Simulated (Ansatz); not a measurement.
Relaxation of CH4AlBS (8 atoms, charge 0, multiplicity 1), to a largest force component of 0.02 eV/Å in at most 40 steps.

Theory: Ansatz 0.2.0, RKS B3LYP-D4/6-31G.

```xyz
8
Properties=species:S:1:pos:R:3
C -0.424 1.397 -0.446
Al -0.464 -0.514 -0.074
B 0.684 -1.971 1.010
S -0.042 -2.505 -0.625
H -1.216 1.651 -1.267
H -0.738 2.014 0.464
H 0.562 1.758 -0.797
H 1.731 -1.886 1.680
```

Problem. Where does it end, and by what steps?

Solution. The forces met the threshold. The force dipped under the threshold on the way, but the program's further checks kept it going. Limits of this set-up: no polarisation functions. After 24 steps the energy has fallen by 1.639 eV; H8 moved furthest, 1.00 Å.

```csv
step,energy less start (eV),largest force component (eV/Å),accepted
0,0.0000,3.680,yes
1,-1.1015,1.338,yes
2,-1.3653,0.782,yes
3,-1.5058,0.453,yes
4,-1.5862,0.691,yes
5,-1.6241,0.221,yes
6,-1.6293,0.132,yes
7,-1.6341,0.082,yes
8,-1.6344,0.030,yes
9,-1.6351,0.042,yes
10,-1.6318,0.266,no
11,-1.6352,0.136,yes
12,-1.6366,0.041,yes
13,-1.6343,0.220,no
14,-1.6347,0.140,no
15,-1.6370,0.007,yes
16,-1.6377,0.053,yes
17,-1.6380,0.069,yes
18,-1.6385,0.069,yes
19,-1.6389,0.071,yes
20,-1.6385,0.078,no
21,-1.6391,0.052,yes
22,-1.6393,0.024,yes
23,-1.6392,0.052,no
24,-1.6393,0.005,yes
```

```xyz
8
Properties=species:S:1:pos:R:3
C -0.526 1.513 -0.483
Al 0.128 -0.150 0.339
B 0.793 -1.963 1.008
S 0.469 -2.238 -0.783
H -1.506 1.344 -0.946
H -0.621 2.317 0.254
H 0.163 1.840 -1.270
H 1.192 -2.719 1.825
```

Whether the end is a true minimum wasn't checked by a vibrational analysis.

Run time: 56 s on 1 thread of Arm Neoverse V2, on a shared host, peak memory 0.14 GiB.
